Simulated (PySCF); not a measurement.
Compound: FH9OSi4.
Z-matrix (Å and degrees, GFN2-xTB geometry), rows numbered from 1:
```
F 
Si  1  1.6192
O   2  1.6179  1  105.58
Si  3  1.6186  2  160.57  1    -3.63
Si  2  2.2949  1  107.89  3   113.45
Si  5  2.3267  2  115.44  1   -61.05
H   2  1.4580  1  101.82  3  -109.85
H   4  1.4605  3  103.69  2  -167.10
H   4  1.4600  3  108.85  2   -46.98
H   4  1.4623  3  106.58  2    73.81
H   5  1.4765  2  108.10  1    63.42
H   5  1.4767  2  108.79  1   174.30
H   6  1.4676  5  112.90  2    97.11
H   6  1.4685  5  113.11  2  -142.79
H   6  1.4675  5  111.93  2   -22.94
```

Computed, not measured: TDDFT wB97X-D/def2-SVPD, vertical, gas phase, core orbitals frozen in the response in PySCF 2.14.0, density-fitted response routines. GFN2-xTB frequencies show an imaginary mode (26i cm⁻¹), so this geometry is no minimum at that level.

Problem. What does the calculation give for the low-lying excited states?

Solution. 

```json
{"state": "S1", "E (eV)": "6.49", "E (hartree)": "0.2385", "f": "0.196", "main configurations (H = HOMO, L = LUMO)": "H→L (88%)"}
{"state": "S2", "E (eV)": "6.71", "E (hartree)": "0.2465", "f": "0.010", "main configurations (H = HOMO, L = LUMO)": "H→L+1 (85%)"}
{"state": "S3", "E (eV)": "7.24", "E (hartree)": "0.2659", "f": "0.070", "main configurations (H = HOMO, L = LUMO)": "H-1→L (78%)"}
{"state": "S4", "E (eV)": "7.42", "E (hartree)": "0.2728", "f": "0.043", "main configurations (H = HOMO, L = LUMO)": "H-1→L+1 (44%), H→L+2 (13%), H→L+4 (11%)"}
{"state": "S5", "E (eV)": "7.61", "E (hartree)": "0.2796", "f": "0.0098", "main configurations (H = HOMO, L = LUMO)": "H→L+2 (35%), H-1→L+1 (17%), H→L+4 (15%)"}
{"state": "S6", "E (eV)": "7.72", "E (hartree)": "0.2835", "f": "0.014", "main configurations (H = HOMO, L = LUMO)": "H→L+3 (57%), H→L+2 (13%), H-1→L+2 (9%)"}
{"state": "S7", "E (eV)": "7.78", "E (hartree)": "0.2858", "f": "0.024", "main configurations (H = HOMO, L = LUMO)": "H→L+4 (25%), H→L+5 (15%), H-3→L (10%)"}
{"state": "S8", "E (eV)": "7.82", "E (hartree)": "0.2875", "f": "0.0090", "main configurations (H = HOMO, L = LUMO)": "H-2→L (28%), H-2→L+1 (23%), H-2→L+3 (14%)"}
```

Triplets, Tamm–Dancoff:

```csv
state,E (eV),λ (nm),"main configurations (H = HOMO, L = LUMO)"
T1,5.59,221.8,H→L (87%)
T2,6.15,201.5,H→L+1 (79%)
T3,6.46,192.0,H-1→L (78%)
```

The lowest singlet lies at 6.49 eV (191 nm, vacuum ultraviolet) and is strong; its leading configuration is HOMO→LUMO (88%). The lowest level is also the most intense of those listed (f = 0.196). Löwdin shares by element: HOMO silicon 43% or more, oxygen 18%, hydrogen 10% or more (atoms not listed hold the other 29%); LUMO silicon 70% or more, hydrogen 8% or more (atoms not listed hold the other 21%). The listed states span 1.33 eV, and the widest gap between neighbours is 0.53 eV (S2 to S3). Of the 8 states listed, 6 reach f = 0.01 and none stays under 0.0005. Weighted by f, the mean energy of these states is 6.93 eV. Only the lowest 8 singlets were computed, as vertical energies without vibronic structure.

One conformer stands for the species.
